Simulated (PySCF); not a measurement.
This PySCF input asks for the NMR shieldings of SMILES BOB[C@@H]1C[C@@H]1F, C$_{3}$H$_{7}$B$_{2}$FO; the geometry comes from GFN2-xTB.

```python
import basis_set_exchange as bse
import numpy as np
from pyscf import gto, dft
from pyscf.prop import nmr

atoms = """
B     2.971440    0.421744    0.650669
O     1.828395    0.363642    0.042621
B     0.672524    0.294567   -0.548144
C    -0.576997   -0.268912    0.238987
C    -1.681439   -1.005506   -0.499970
C    -1.942406    0.340896    0.062871
F    -2.090773    1.385837   -0.802204
H     3.266052    1.397673    1.244888
H     3.703194   -0.503232    0.598593
H     0.569022    0.646743   -1.667925
H    -0.387703   -0.620067    1.248599
H    -2.145800   -1.860170   -0.032621
H    -1.588428   -1.077718   -1.572127
H    -2.597759    0.484030    0.914033
"""
names = dict.fromkeys(["B", "O", "C", "F", "H"], "pcSseg-1")
basis = {el: gto.basis.parse(bse.get_basis(n, elements=[el], fmt="nwchem")) for el, n in names.items()}
mol = gto.M(atom=atoms, basis=basis, charge=0, verbose=0)
mf = dft.RKS(mol, xc="PBE0")
mf.grids.level = 2
mf.grids.alignment = dft.numint.BLKSIZE   # the property module wants whole blocks of grid points
mf.conv_tol = 1e-9
mf.kernel()

calc = nmr.RKS(mf)   # GIAO
C = mf.mo_coeff
Co = C[:, mf.mo_occ > 0]
resp = mf.gen_response(singlet=True, hermi=2)
def vind(x):   # induced exchange potential for any number of trial vectors
    d = np.einsum("pi,xij,qj->xpq", C, 2 * x.reshape(-1, C.shape[1], Co.shape[1]), Co, optimize=True)
    return np.einsum("xpq,pi,qj->xij", resp(d - d.transpose(0, 2, 1)), C, Co, optimize=True).ravel()
mo1, _ = nmr.rhf.solve_mo1(calc, with_cphf=vind)
sigma = calc.kernel(mo1)
for i, s in enumerate(sigma):   # ppm
    print("%2d %-2s %9.2f" % (i, mol.atom_pure_symbol(i), np.trace(s) / 3))
```

**Question.** Give the expected output.

**Answer.** 
```
 0 B      60.07
 1 O      12.33
 2 B      58.81
 3 C     167.74
 4 C     173.33
 5 C     109.49
 6 F     408.25
 7 H      26.20
 8 H      26.22
 9 H      26.44
10 H      31.54
11 H      30.81
12 H      30.30
13 H      26.75
```

These numbers come from an equivalent density-fitted implementation of the same equations, which agrees with the script to about 0.01 ppm for H and up to a few tenths of a ppm for heavy atoms, so last digits may differ.

Size and cost of the density-fitted run: 154 basis functions, 48 s wall time on 1 thread of an Intel Xeon, shared host; peak memory 0.71 GiB.
